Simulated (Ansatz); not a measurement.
Isolated molecules relaxed with PBE0-D4/def2-TZVP in Ansatz; ΔE leaves out vibrations. CCSD(T)/CBS is the MP2 limit (def2-TZVPP, def2-QZVPP) plus CCSD(T) − MP2 in def2-TZVPP, frozen cores. DFT in def2-TZVPP. B3LYP here is the variant with VWN-RPA as its local correlation; programs differ in this. def2 core potentials past Kr. For Zr outer-core shells are correlated without core-valence functions, which leaves a few kJ/mol of doubt a bond. Each species was taken in one conformer, which may not be the lowest.

`F[Si](F)(F)[SiH2]Cl` + `[OH][Zr]([OH])([SH])[Cl]` → `F[Si](F)(Cl)[SiH2]Cl` + `[OH][Zr]([OH])([F])[SH]`  (redistribution)

(1) Is it downhill or uphill in electronic energy at CCSD(T)/CBS, and by how much? (Best estimate.)

(2) What do these levels give: PBE0-D4, B3LYP-D4, ωB97M-V, B2PLYP, MP2/def2-TZVPP, CCSD/def2-TZVPP? (An estimate is asked.)

Largest T1 diagnostic among the species: 0.017.

## Answers

(1) Computed: Uphill: ΔE = +0.44 eV.

(2) Ansatz gave: PBE0-D4 0.35, B3LYP-D4 0.37, ωB97M-V 0.35, B2PLYP 0.42, MP2/def2-TZVPP 0.47, CCSD/def2-TZVPP 0.47 eV.

In def2-TZVPP, CCSD(T) changes the Hartree–Fock value by −0.09 eV (the triples alone add −0.01 eV) and MP2 by −0.09 eV. From PBE to PBE0 (25 % exact exchange), in def2-TZVPP and without D4, ΔE moves by +0.08 eV.
